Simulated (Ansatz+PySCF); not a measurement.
Results of a calculation; reference values are marked as such.
## TiCl4 + 2 H2O → TiO2 + 4 HCl

TiCl4 (charge 0, multiplicity 1):
```xyz
5

Ti    0.0000    0.0000    0.0000
Cl    1.2441    1.2441    1.2441
Cl    1.2441   -1.2441   -1.2441
Cl   -1.2441    1.2441   -1.2441
Cl   -1.2441   -1.2441    1.2441
```

H2O (charge 0, multiplicity 1):
```xyz
3

O     0.0000    0.0000   -0.1197
H     0.0000    0.7542    0.4787
H     0.0000   -0.7542    0.4787
```

TiO2 (charge 0, multiplicity 1):
```xyz
3

Ti    0.0000    0.0000   -0.3888
O     0.0000    1.3256    0.5346
O     0.0000   -1.3256    0.5346
```

HCl (charge 0, multiplicity 1):
```xyz
2

H     0.0000    0.0000   -1.2138
Cl    0.0000    0.0000    0.0714
```

Shapes relaxed with PBE0/def2-SVP. Single points in def2-SVP with Ansatz (development build ahead of 0.2.0), no zero-point energy. Correlated methods freeze no orbital on H to Be, one on B to Mg, five on Al to Zn, nine on Ga to Sr.

```
             method  reaction energy
   MP2 (restricted)     512.5 kJ/mol
   PBE (restricted)     572.5 kJ/mol
  PBE0 (restricted)     607.1 kJ/mol
r2SCAN (restricted)     615.0 kJ/mol
 wB97X (restricted)     577.3 kJ/mol
```

Problem. What does HF (restricted) give?

Solution. 673.0 kJ/mol. Caution: other spin multiplicities were not run. Caution for MP2 (restricted): large share of triples, a single reference is doubtful.
